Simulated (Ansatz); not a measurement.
Born–Oppenheimer molecular dynamics of CHBClF (5 atoms, charge 0, multiplicity 1). It starts from a relaxed structure.

Computed with UKS B3LYP/6-31G in Ansatz.

* ensemble: NVT, Nosé–Hoover chain
* time step: 0.5 fs
* steps asked: 250
* set temperature: 2000 K
* thermostat: time constant 100 fs, chain length 3 (defaults)
* seed: 68810

Frames 10 fs apart, positions in Å, forces in eV/Å.

Velocities at 0.0 fs (Å/ps):

```
F 3.26 -9.65 4.73
B -12.37 14.86 -3.06
C -3.57 6.39 3.28
Cl 1.61 0.03 -1.76
H 57.34 -54.68 -33.43
```

```xyz
5
Properties=species:S:1:pos:R:3:forces:R:3 time_fs=0.0 energy_less_start_eV=0.000 T=2000
F -0.947 -1.132 1.638 0.00 0.00 0.00
B -0.313 -0.514 0.656 0.00 0.00 0.00
C 0.354 0.131 -0.373 0.00 0.00 0.00
Cl -0.378 1.666 -1.082 0.00 0.00 0.00
H 1.285 -0.151 -0.839 0.00 0.00 0.00
5
Properties=species:S:1:pos:R:3:forces:R:3 time_fs=10.0 energy_less_start_eV=0.301 T=1227
F -0.906 -1.211 1.665 0.27 1.39 -1.18
B -0.439 -0.406 0.661 1.06 -1.32 0.34
C 0.363 0.167 -0.363 -3.23 0.01 2.36
Cl -0.360 1.669 -1.102 0.25 0.45 -0.41
H 1.132 -0.346 -0.825 1.65 -0.53 -1.11
5
Properties=species:S:1:pos:R:3:forces:R:3 time_fs=20.0 energy_less_start_eV=0.384 T=1035
F -0.857 -1.233 1.647 -0.82 -0.26 0.97
B -0.491 -0.411 0.705 1.08 -0.55 -0.38
C 0.273 0.158 -0.288 -3.65 2.43 1.35
Cl -0.337 1.682 -1.131 -0.01 0.28 0.05
H 1.004 -0.245 -0.819 3.39 -1.91 -1.99
5
Properties=species:S:1:pos:R:3:forces:R:3 time_fs=30.0 energy_less_start_eV=0.395 T=1041
F -0.843 -1.266 1.672 -0.81 -1.17 1.59
B -0.464 -0.477 0.735 0.40 1.11 -1.17
C 0.158 0.204 -0.286 -4.03 1.88 1.63
Cl -0.313 1.704 -1.161 -0.11 0.16 -0.02
H 0.978 -0.225 -0.601 4.56 -1.97 -2.03
5
Properties=species:S:1:pos:R:3:forces:R:3 time_fs=40.0 energy_less_start_eV=0.559 T=658
F -0.859 -1.338 1.753 0.81 1.35 -1.81
B -0.427 -0.508 0.729 -1.44 -0.63 1.38
C 0.089 0.246 -0.322 -3.90 0.36 2.18
Cl -0.293 1.734 -1.193 -0.52 0.51 -0.23
H 0.997 -0.075 -0.498 5.05 -1.59 -1.51
5
Properties=species:S:1:pos:R:3:forces:R:3 time_fs=50.0 energy_less_start_eV=0.419 T=1042
F -0.848 -1.364 1.770 -0.08 -0.01 -0.07
B -0.469 -0.561 0.789 0.48 1.53 -1.68
C 0.085 0.201 -0.284 -2.69 0.23 1.79
Cl -0.286 1.775 -1.230 -0.63 -0.60 0.65
H 1.042 0.037 -0.578 2.92 -1.15 -0.69
5
Properties=species:S:1:pos:R:3:forces:R:3 time_fs=60.0 energy_less_start_eV=0.384 T=1175
F -0.832 -1.377 1.766 -0.13 0.36 -0.31
B -0.505 -0.541 0.781 -0.58 -0.41 0.90
C 0.113 0.159 -0.217 0.17 1.79 -1.57
Cl -0.293 1.800 -1.250 0.31 -2.02 1.39
H 1.053 -0.280 -0.528 0.23 0.28 -0.41
5
Properties=species:S:1:pos:R:3:forces:R:3 time_fs=70.0 energy_less_start_eV=0.384 T=1236
F -0.825 -1.379 1.756 -0.18 0.55 -0.28
B -0.552 -0.507 0.781 1.13 0.59 -1.05
C 0.149 0.218 -0.231 0.25 -1.25 -0.35
Cl -0.294 1.774 -1.236 0.29 -1.29 1.00
H 1.025 -0.393 -0.693 -1.49 1.39 0.69
5
Properties=species:S:1:pos:R:3:forces:R:3 time_fs=80.0 energy_less_start_eV=0.511 T=1008
F -0.825 -1.347 1.723 0.08 1.17 -0.96
B -0.527 -0.455 0.738 0.21 -1.29 1.03
C 0.116 0.274 -0.245 2.42 -1.67 -2.29
Cl -0.290 1.716 -1.194 -0.70 1.27 -0.14
H 1.000 -0.207 -0.915 -2.01 0.52 2.36
5
Properties=species:S:1:pos:R:3:forces:R:3 time_fs=90.0 energy_less_start_eV=0.696 T=656
F -0.827 -1.270 1.658 -0.57 -1.10 1.34
B -0.465 -0.455 0.725 -0.24 0.34 -0.08
C 0.085 0.262 -0.277 3.77 -2.88 -0.79
Cl -0.300 1.685 -1.153 -0.26 1.47 -0.98
H 1.121 -0.413 -0.580 -2.70 2.17 0.50
5
Properties=species:S:1:pos:R:3:forces:R:3 time_fs=100.0 energy_less_start_eV=0.623 T=982
F -0.855 -1.233 1.645 -1.09 -1.52 1.98
B -0.437 -0.445 0.736 0.47 0.51 -0.85
C 0.147 0.163 -0.326 4.52 -0.33 -1.41
Cl -0.321 1.689 -1.133 -0.23 0.40 -0.36
H 1.344 -0.189 -0.580 -3.67 0.95 0.65
5
Properties=species:S:1:pos:R:3:forces:R:3 time_fs=110.0 energy_less_start_eV=0.658 T=1092
F -0.927 -1.245 1.703 0.74 1.79 -1.94
B -0.390 -0.423 0.711 0.27 -1.88 0.97
C 0.294 0.101 -0.407 2.81 0.56 -0.60
Cl -0.350 1.705 -1.122 -0.24 -0.14 -0.02
H 1.460 0.006 -0.831 -3.58 -0.33 1.58
```

Of the whole run (125 fs, mean temperature of the second half 1266 K): The conserved energy stayed within 2.9 meV per atom of its start (net change 0.1 meV per atom), so the integration is sound. The mean temperature of the second half is 37 % below the set value. A run of 0.12 ps of so small a system gives no equilibrium averages. Limits of this set-up: no polarisation functions.

Time of the run: 7.2 min on 1 thread of Arm Neoverse V2, on a shared host, peak memory 0.12 GiB.
